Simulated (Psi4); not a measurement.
H2O2, charge +1, doublet (typed; the unrestricted solution is spin-contaminated), at a GFN2-xTB geometry (a state made from the parent by changing its charge; the spin is typed, not shown lowest), with bond 4-2 at 2.0 times its length. Base run: HF/6-31G run with Psi4 1.11.

Here is a job for Psi4.
```
memory 2 GB

molecule mol {
1 2
  O     0.000290    0.645224   -0.012142
  O    -0.000290   -0.645224    0.012142
  H     0.943111    0.994035   -0.033962
  H    -1.885931   -1.342847    0.055783
}

set basis 6-31g
set reference uhf

energy('scf')
print_variables()
```

The base run was repeated with changes; each row names its change, and settings that it needs were set with it.

```csv
change,ΔE vs base (µEh),SCF cycles,basis functions,outcome
base,0.0,19,22,converged
puream = false,0.0,19,22,converged
d_convergence = 1e-10,0.0,27,22,converged
scf_initial_accelerator = ediis,0.0,19,22,converged
damping_percentage = 20,-,-,22,not converged
guess = huckel,0.0,19,22,converged
e_convergence = 1e-8,0.0,19,22,converged
guess = modhuckel,0.0,19,22,converged
scf_type = cd,97.0,19,22,converged
guess = sadno,0.0,19,22,converged
df_basis_scf = cc-pvtz-jkfit,-129,19,22,converged
soscf = true,-8173,13,22,another SCF solution
damping_percentage = 50,-,-,22,not converged
```

A guess, shift, damping, solver or small numerical setting can't move a converged solution much, so rows marked as another SCF solution ended in a different state.

Open shells are given as the SCF converged; they aren't shown to be the lowest states, and a large step between rows can be another state.
